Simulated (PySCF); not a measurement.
A PySCF script (with the pyscf-properties extension) for the NMR shieldings of SMILES CO[SiH2][SiH2][SiH2]O[SiH3], CH12O2Si4, on a GFN2-xTB geometry:

```python
import basis_set_exchange as bse
import numpy as np
from pyscf import gto, dft
from pyscf.prop import nmr

atoms = """
C    -3.090886    0.926285    0.137248
O    -2.922045   -0.425324    0.411195
Si   -2.161964   -1.543753   -0.502968
Si    0.025771   -0.897186   -0.880573
Si    0.960700    0.331757    0.844822
O     2.520752    0.646249    0.510491
Si    3.982486    0.613395   -0.172813
H    -3.759689    1.066818   -0.716655
H    -2.133229    1.408361   -0.085840
H    -3.532337    1.400232    1.015160
H    -2.926092   -1.758964   -1.743963
H    -2.393673   -2.680783    0.380366
H     0.818162   -2.104334   -1.191109
H     0.122405   -0.133942   -2.148060
H     0.394073    1.674109    1.044137
H     0.993897   -0.342801    2.147958
H     4.693569   -0.531580    0.392940
H     4.601795    1.887532    0.182317
H     3.796501    0.473181   -1.616952
"""
names = dict.fromkeys(["C", "O", "Si", "H"], "pcSseg-1")
basis = {el: gto.basis.parse(bse.get_basis(n, elements=[el], fmt="nwchem")) for el, n in names.items()}
mol = gto.M(atom=atoms, basis=basis, charge=0, verbose=0)
mf = dft.RKS(mol, xc="PBE0")
mf.grids.level = 2
mf.grids.alignment = dft.numint.BLKSIZE   # the property module wants whole blocks of grid points
mf.conv_tol = 1e-9
mf.kernel()

calc = nmr.RKS(mf)   # GIAO
C = mf.mo_coeff
Co = C[:, mf.mo_occ > 0]
resp = mf.gen_response(singlet=True, hermi=2)
def vind(x):   # induced exchange potential for any number of trial vectors
    d = np.einsum("pi,xij,qj->xpq", C, 2 * x.reshape(-1, C.shape[1], Co.shape[1]), Co, optimize=True)
    return np.einsum("xpq,pi,qj->xij", resp(d - d.transpose(0, 2, 1)), C, Co, optimize=True).ravel()
mo1, _ = nmr.rhf.solve_mo1(calc, with_cphf=vind)
sigma = calc.kernel(mo1)
for i, s in enumerate(sigma):   # ppm
    print("%2d %-2s %9.2f" % (i, mol.atom_pure_symbol(i), np.trace(s) / 3))
```

Problem. Give the expected output.

Solution. 
```
 0 C     132.11
 1 O     343.50
 2 Si    366.86
 3 Si    482.79
 4 Si    375.29
 5 O     341.44
 6 Si    392.85
 7 H      28.20
 8 H      28.51
 9 H      27.85
10 H      26.29
11 H      26.45
12 H      28.43
13 H      27.97
14 H      25.84
15 H      25.93
16 H      26.64
17 H      26.63
18 H      26.63
```

These numbers come from an equivalent density-fitted implementation of the same equations, which agrees with the script to about 0.01 ppm for H and up to a few tenths of a ppm for heavy atoms, so last digits may differ.

Problem. Turn these shieldings into chemical shifts. Scale: 13C (σ = 186.93 ppm) and 29Si (σ = 349.16 ppm) and 1H (σ = 31.72 ppm) vs TMS; 17O (σ = 336.08 ppm) against H2O (reference shieldings calculated alike).

Solution. Averaging equivalent atoms: C 0: 54.8; O 5: -5.4; O 1: -7.4; Si 2: -17.7; Si 4: -26.1; Si 6: -43.7; Si 3: -133.6; H 14/15: 5.83; H 10/11: 5.35; H 16/17/18: 5.08; H 7/8/9: 3.53; H 12/13: 3.52 ppm. Experimental scales use liquid or dissolved standards, which lie at an offset from isolated H2O (liquid H2O: subtract about 36 ppm).

Size and cost of the density-fitted run: 207 basis functions, 87 s wall time on 1 thread of an Arm Neoverse N1, shared host; peak memory 0.93 GiB.
